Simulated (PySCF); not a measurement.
PySCF input file for Ge(Me)(OH)3 (CH₆GeO₃), SMILES [CH3][Ge]([OH])([OH])[OH], B3LYP-D3(BJ)/def2-SVP. The structure is a stationary point at B3LYP-D3(BJ)/def2-SVP. One conformer was computed; it need not be the lowest.

```python
import numpy as np
from pyscf import gto, scf, dft, df
from pyscf.hessian import thermo

mol = gto.M(
    atom='''
    C    -0.00000001    0.00000000   -1.94838301
    Ge    0.00000000   -0.00000000   -0.01769578
    O    -0.85140208   -1.42209393    0.63930154
    O    -0.80586843    1.44838280    0.63930154
    O     1.65727051   -0.02628886    0.63930154
    H    -0.98995655   -0.30386816   -2.31702352
    H     0.23182073    1.00926160   -2.31702353
    H     0.75813581   -0.70539345   -2.31702353
    H    -0.30130019   -1.88227063    1.28813223
    H    -1.47944409    1.20206894    1.28813223
    H     1.78074428    0.68020170    1.28813223
    ''',
    basis='def2-SVP',
    charge=0,
    spin=0,
    max_memory=1600,
    verbose=3,
)
mf = dft.RKS(mol, xc='b3lyp').density_fit(auxbasis='def2-universal-jkfit')
mf.disp = 'd3bj'
mf.grids.level = 3
mf.conv_tol = 1e-11
mf.max_cycle = 100
mf.kernel()

# [left out here: the lines that compute and print the analytic Hessian (its translational invariance restored by hand, since the grid's response is missing), thermochemistry and intensities]
```

It prints:

```
converged SCF energy = -2344.06759507369

WARN: DFTD3 does not support analytical Hessian, using finite difference


WARN: Mole.unit (angstrom) is changed to Bohr

Mode                                 0                   1                   2
Irrep
Freq [cm^-1]                       80.7028             99.8292            100.0893
Reduced mass [au]                   1.0261              2.2113              2.2158
Force const [Dyne/A]                0.0039              0.0130              0.0131
Char temp [K]                     116.1133            143.6319            144.0063
Normal mode                   x     y     z       x     y     z       x     y     z
       0   C                 0.00 -0.00 -0.00    0.05 -0.07 -0.00   -0.07 -0.05  0.00
       1  Ge                 0.00  0.00 -0.00    0.00  0.01 -0.00    0.01 -0.00  0.00
       2   O                -0.02  0.01 -0.00   -0.06  0.03 -0.01    0.02 -0.05 -0.11
       3   O                 0.02  0.01 -0.00    0.02 -0.03  0.10    0.08  0.03  0.05
       4   O                 0.00 -0.02 -0.00    0.03  0.07 -0.09   -0.02  0.04  0.07
       5   H                 0.17 -0.54  0.00    0.07 -0.09 -0.02   -0.09 -0.07  0.06
       6   H                -0.55  0.13  0.00    0.07 -0.09 -0.04   -0.09 -0.06 -0.05
       7   H                 0.39  0.42  0.00    0.07 -0.09  0.07   -0.09 -0.07 -0.01
       8   H                -0.03  0.02  0.02   -0.10 -0.02 -0.02   -0.24  0.26  0.33
       9   H                 0.03  0.02  0.02   -0.32 -0.11 -0.28   -0.15  0.05 -0.18
      10   H                 0.00 -0.04  0.02   -0.13 -0.26  0.30   -0.01  0.23 -0.15
Mode                                 3                   4                   5
Irrep
Freq [cm^-1]                      205.6398            205.6898            245.4112
Reduced mass [au]                   2.4291              2.4317              1.9388
Force const [Dyne/A]                0.0605              0.0606              0.0688
Char temp [K]                     295.8699            295.9419            353.0920
Normal mode                   x     y     z       x     y     z       x     y     z
       0   C                 0.08 -0.10  0.00   -0.10 -0.08 -0.00   -0.02  0.00  0.00
       1  Ge                -0.03  0.04  0.00    0.04  0.03 -0.00   -0.02  0.02  0.00
       2   O                 0.05 -0.03 -0.04   -0.02  0.03 -0.06    0.11 -0.06  0.02
       3   O                -0.01  0.01  0.07   -0.06 -0.03 -0.01    0.03  0.06 -0.03
       4   O                -0.01 -0.06 -0.03    0.01 -0.04  0.07   -0.03 -0.07  0.01
       5   H                 0.12 -0.16 -0.07   -0.15 -0.13  0.18   -0.02  0.00  0.01
       6   H                 0.13 -0.16 -0.12   -0.16 -0.12 -0.15   -0.02  0.00 -0.01
       7   H                 0.12 -0.15  0.19   -0.16 -0.13 -0.03   -0.02 -0.00  0.00
       8   H                 0.10 -0.00 -0.06    0.05 -0.19 -0.28    0.23  0.03 -0.02
       9   H                 0.19 -0.00  0.28    0.05 -0.10  0.09   -0.26  0.12 -0.31
      10   H                 0.15  0.08 -0.21   -0.03 -0.15  0.20   -0.10 -0.36  0.33
Mode                                 6                   7                   8
Irrep
Freq [cm^-1]                      245.5218            254.8153            319.0487
Reduced mass [au]                   1.9332              7.2379              1.0411
Force const [Dyne/A]                0.0687              0.2769              0.0624
Char temp [K]                     353.2512            366.6224            459.0400
Normal mode                   x     y     z       x     y     z       x     y     z
       0   C                -0.00 -0.02  0.00    0.00  0.00  0.06   -0.00 -0.00 -0.00
       1  Ge                -0.02 -0.02 -0.00    0.00 -0.00  0.05   -0.00 -0.00  0.01
       2   O                -0.01 -0.04 -0.02   -0.02 -0.06 -0.10   -0.01  0.01  0.01
       3   O                 0.11  0.05 -0.00   -0.04  0.05 -0.10    0.02  0.01  0.01
       4   O                -0.02  0.11  0.02    0.06  0.01 -0.10   -0.00 -0.02  0.01
       5   H                -0.00 -0.02 -0.01    0.00  0.00  0.06    0.01 -0.02 -0.01
       6   H                 0.00 -0.02 -0.00    0.00 -0.00  0.06   -0.02  0.00 -0.01
       7   H                -0.00 -0.02  0.01   -0.00 -0.00  0.06    0.02  0.02 -0.01
       8   H                 0.17 -0.32 -0.37   -0.14 -0.08 -0.02    0.20 -0.32 -0.42
       9   H                 0.26  0.18  0.21   -0.00  0.16 -0.02   -0.38 -0.01 -0.41
      10   H                -0.22  0.01  0.17    0.14 -0.08 -0.02    0.18  0.34 -0.41
Mode                                 9                  10                  11
Irrep
Freq [cm^-1]                      611.5182            701.5793            713.3786
Reduced mass [au]                   4.0950             11.3849             12.4204
Force const [Dyne/A]                0.9023              3.3017              3.7241
Char temp [K]                     879.8386           1009.4165           1026.3930
[...]
       5   H                -0.01  0.00  0.02   -0.00 -0.06  0.13    0.04 -0.04 -0.14
       6   H                 0.00  0.00  0.02   -0.03 -0.02 -0.19    0.07 -0.02 -0.04
       7   H                 0.00 -0.00  0.02   -0.04 -0.06  0.06    0.03 -0.00  0.18
       8   H                -0.38 -0.38  0.08   -0.40 -0.39  0.10    0.32  0.30 -0.09
       9   H                -0.13  0.52  0.08    0.16 -0.64 -0.12    0.07 -0.25 -0.04
      10   H                 0.51 -0.14  0.08    0.10 -0.03  0.03    0.68 -0.19  0.13
Mode                                18                  19                  20
Irrep
Freq [cm^-1]                     1264.3929           1430.6158           1430.6243
Reduced mass [au]                   1.2422              1.0491              1.0491
Force const [Dyne/A]                1.1700              1.2651              1.2651
Char temp [K]                    1819.1798           2058.3377           2058.3499
Normal mode                   x     y     z       x     y     z       x     y     z
       0   C                -0.00  0.00 -0.13    0.02  0.06  0.00    0.06 -0.02 -0.00
       1  Ge                 0.00 -0.00  0.00    0.00  0.00 -0.00    0.00 -0.00  0.00
       2   O                 0.00  0.00 -0.00   -0.00  0.00 -0.00   -0.00  0.00 -0.00
       3   O                 0.00 -0.00 -0.00   -0.00 -0.00  0.00   -0.00 -0.00 -0.00
       4   O                -0.00 -0.00 -0.00    0.00 -0.00 -0.00    0.00  0.00  0.00
       5   H                -0.19 -0.06  0.47    0.26 -0.55 -0.17    0.02  0.40 -0.27
       6   H                 0.05  0.20  0.47    0.01  0.16  0.32   -0.69  0.15 -0.01
       7   H                 0.15 -0.14  0.47   -0.48 -0.41 -0.15   -0.12 -0.34  0.28
       8   H                 0.01  0.01 -0.00    0.00  0.00 -0.00    0.01  0.00 -0.00
       9   H                 0.00 -0.01 -0.00    0.00  0.01  0.00    0.00  0.00  0.00
      10   H                -0.01  0.00 -0.00   -0.00  0.00 -0.00    0.01 -0.00  0.00
Mode                                21                  22                  23
Irrep
Freq [cm^-1]                     3052.4414           3159.2954           3159.3273
Reduced mass [au]                   1.0325              1.1048              1.1048
Force const [Dyne/A]                5.6682              6.4972              6.4973
Char temp [K]                    4391.7835           4545.5226           4545.5685
Normal mode                   x     y     z       x     y     z       x     y     z
       0   C                -0.00 -0.00  0.05    0.05 -0.08  0.00    0.08  0.05  0.00
       1  Ge                -0.00 -0.00 -0.00    0.00 -0.00  0.00    0.00  0.00 -0.00
       2   O                 0.00 -0.00  0.00    0.00  0.00 -0.00   -0.00 -0.00  0.00
       3   O                -0.00  0.00  0.00   -0.00  0.00  0.00   -0.00  0.00  0.00
       4   O                 0.00  0.00  0.00   -0.00  0.00 -0.00   -0.00 -0.00 -0.00
       5   H                -0.51 -0.16 -0.18   -0.17 -0.07 -0.07   -0.67 -0.20 -0.25
       6   H                 0.12  0.53 -0.18    0.13  0.50 -0.19   -0.10 -0.50  0.18
       7   H                 0.39 -0.37 -0.18   -0.52  0.47  0.25   -0.13  0.14  0.07
       8   H                -0.00 -0.00  0.00    0.00 -0.00 -0.00   -0.00 -0.00 -0.00
       9   H                 0.00  0.00  0.00    0.00  0.00 -0.00    0.00  0.00  0.00
      10   H                 0.00 -0.00  0.00   -0.00 -0.00  0.00   -0.00  0.00 -0.00
Mode                                24                  25                  26
Irrep
Freq [cm^-1]                     3833.9541           3834.0536           3835.2616
Reduced mass [au]                   1.0666              1.0666              1.0668
Force const [Dyne/A]                9.2373              9.2377              9.2456
Char temp [K]                    5516.2064           5516.3494           5518.0875
Normal mode                   x     y     z       x     y     z       x     y     z
       0   C                 0.00  0.00 -0.00    0.00 -0.00  0.00   -0.00  0.00  0.00
       1  Ge                 0.00  0.00  0.00    0.00 -0.00 -0.00    0.00  0.00 -0.00
       2   O                 0.02 -0.02  0.03    0.01 -0.01  0.01   -0.02  0.02 -0.02
       3   O                 0.03  0.01 -0.03   -0.02 -0.01  0.02    0.03  0.01 -0.02
       4   O                -0.00 -0.00 -0.00   -0.01 -0.04 -0.03   -0.01 -0.02 -0.02
       5   H                 0.00  0.00 -0.00    0.00  0.00  0.00   -0.00 -0.00  0.00
       6   H                -0.00  0.00 -0.00   -0.00  0.00 -0.00    0.00  0.00  0.00
       7   H                -0.00  0.00  0.00    0.00 -0.00 -0.00    0.00 -0.00  0.00
       8   H                -0.40  0.35 -0.48   -0.18  0.16 -0.22    0.31 -0.27  0.37
       9   H                -0.45 -0.15  0.43    0.31  0.10 -0.30   -0.40 -0.13  0.38
      10   H                 0.01  0.05  0.04    0.12  0.57  0.53    0.08  0.40  0.37
temperature 298.1500 [K]
pressure 101325.00 [Pa]
Rotational constants [GHz] 3.45936 3.16906 3.16906
Symmetry number 3
Zero-point energy (ZPE) 0.07693 [Eh]   201982.745 [J/mol]
                           tot       elec      trans        rot        vib
Entropy [J/mol/K]       371.753      0.000    170.259    102.278     99.216
Cv [J/mol/K]            121.571      0.000     12.472     12.472     96.628
Cp [J/mol/K]            129.886      0.000     20.786     12.472     96.628
Internal energy [J/mol]                      3718.434   3718.434 217837.620
Internal energy [Eh]   -2343.98179  -2344.06760
Enthalpy [J/mol]                             6197.391   3718.434 217837.620
Enthalpy [Eh]          -2343.98085
Gibbs free energy [J/mol]                  -44565.284 -26775.798 188256.383
Gibbs free energy [Eh] -2344.02306
static polarisability / bohr^3: [[ 4.1034e+01 -0.0000e+00  1.0000e-03]
 [-0.0000e+00  4.1034e+01 -1.0000e-03]
 [-0.0000e+00  0.0000e+00  4.7099e+01]]
largest difference of analytic and finite-field dipole derivatives / e: 0.0012412991163803788
mode   freq/cm-1   IR/(km/mol)   Raman/(A^4/amu)   depolarisation
   1       80.70         0.344             0.034            0.731
   2       99.83        44.415             0.729            0.750
   3      100.09        44.320             0.731            0.750
   4      205.64        20.249             1.084            0.750
   5      205.69        20.236             1.083            0.750
   6      245.41        19.658             1.505            0.750
   7      245.52        19.696             1.504            0.750
   8      254.82        81.302             1.576            0.734
   9      319.05       111.200             4.596            0.750
  10      611.52         8.054            21.997            0.087
  11      701.58        83.855             7.514            0.085
  12      713.38       111.491             3.386            0.750
  13      713.41       111.441             3.386            0.750
  14      800.86         6.235             0.962            0.750
  15      800.88         6.257             0.963            0.750
  16      884.42         0.101             0.093            0.074
  17      893.04       176.570             2.747            0.750
  18      893.08       176.525             2.751            0.750
  19     1264.39        10.664             1.553            0.033
  20     1430.62         3.619            11.266            0.750
  21     1430.62         3.619            11.269            0.750
  22     3052.44         1.272           125.952            0.003
  23     3159.30         1.294            76.256            0.750
  24     3159.33         1.294            76.264            0.750
  25     3833.95        59.167            61.803            0.750
  26     3834.05        59.262            61.869            0.750
  27     3835.26        95.400           153.146            0.018
max |gradient| / (hartree/bohr): 5.3602211871582324e-05
APT charges: [-0.3075  1.8968 -0.8219 -0.822  -0.8219  0.0258  0.0258  0.0258  0.2663
  0.2664  0.2664]
```

Self-consistency was reached.
